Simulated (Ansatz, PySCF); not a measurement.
Molecule: CH3Se2 (charge 0, doublet). It need not be the lowest isomer of its formula. 
Geometry from a B3LYP-D3(BJ)/def2-TZVP (Ansatz, an electronic-structure program) optimisation:
SMILES: [Se][Se]C
```xyz
6

Se     1.1726     0.4092     0.4878
Se    -0.6656    -0.1518    -0.6899
C     -1.8461    -0.9275     0.6865
H     -2.7667    -1.2261     0.1870
H     -2.0457    -0.1719     1.4406
H     -1.3506    -1.7884     1.1258
```
Charge 0, spin multiplicity 2.

Dipole moments at this geometry, in debye (magnitudes).

```
level                program  dipole (D)
-------------------  -------  ----------
HF/def2-TZVPD          PySCF        2.06
SVWN5/def2-TZVPD      Ansatz        2.50
BLYP/def2-TZVPD       Ansatz        2.41
B97M-V/def2-TZVPD     Ansatz        2.34
B3LYP/def2-TZVPD      Ansatz        2.39
BHLYP/def2-TZVPD      Ansatz        2.29
TPSSh/def2-TZVPD       PySCF        2.44
r2SCANh/def2-TZVPD    Ansatz        2.45
M06-2X/def2-TZVPD      PySCF        2.18
HSE06/def2-TZVPD      Ansatz        2.40
wB97M-V/def2-TZVPD    Ansatz        2.24
wB97X-V/def2-TZVPD    Ansatz        2.31
CCSD(T)/aug-cc-pVDZ   Ansatz         [?]
```

**Question.** Fill in the missing entries.

**Answer.** 
- CCSD(T)/aug-cc-pVDZ, dipole (D): 2.28
